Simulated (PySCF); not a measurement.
Ru⁺ (ruthenium, charge +1) across methods

[Kr] 4d6 5p1, one real determinant (an excited configuration). All numbers are calculated (PySCF 2.14, scalar relativity through the core potential, in def2-TZVPPD with the def2 core potential (28 electrons)).

```
 method  E (hartree)  mean ε 4d α (eV)  mean ε 4d β (eV)  mean ε 5p α (eV)  Σ⟨r²⟩ (bohr²)   ⟨S²⟩
  TPSSh     -94.2849           -18.438           -15.945            -8.592          43.28  8.751
  B97-3     -94.3215           -19.532           -16.928            -8.856          43.23  8.752
 r2SCAN     -94.3517           -18.183           -15.218            -8.531          43.01  8.752
    LDA     -94.0889           -17.871           -15.213            -8.546          43.23  8.751
    PBE     -94.3206           -17.755           -15.224            -8.436          43.31  8.751
   PBE0     -94.3089           -19.610           -16.817            -8.987          43.34  8.751
wB97M-V     -94.2315           -21.983           -19.337           -10.512          43.54  8.751
  HSE06     -94.3074           -19.187           -16.410            -8.625          43.38  8.751
```

**Question.** Estimate the same row for UHF.

**Answer.** E (hartree) = -93.71462; mean ε 4d α (eV) = -24.486; mean ε 4d β (eV) = -20.627; mean ε 5p α (eV) = -10.247; Σ⟨r²⟩ (bohr²) = 44.33; ⟨S²⟩ = 8.753.

⟨L²⟩ = 8.02 against 12 for a pure F term, so this real determinant mixes terms. Energies and moments cover only the electrons outside the core potential.
